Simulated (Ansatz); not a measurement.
(1) Predict a relaxed structure of the cluster Sn2Te3, charge 0, singlet, at PBE0-D4/def2-SVP (Ansatz).

## Answers

(1) 
Cartesian coordinates in Å:
```
Sn -1.8219 -0.0985 -0.1823
Sn 1.7562 0.0776 -0.5215
Te 0.2210 -1.3336 1.6389
Te 0.0786 1.4275 1.5712
Te -0.2340 -0.0730 -2.5063
```
Point group C2v (tolerance 0.1 Å). This is one stationary point.

In the def2 sets Sn, Te take a core potential; there is no spin–orbit coupling. The structure comes from a short search, and lower isomers may exist.
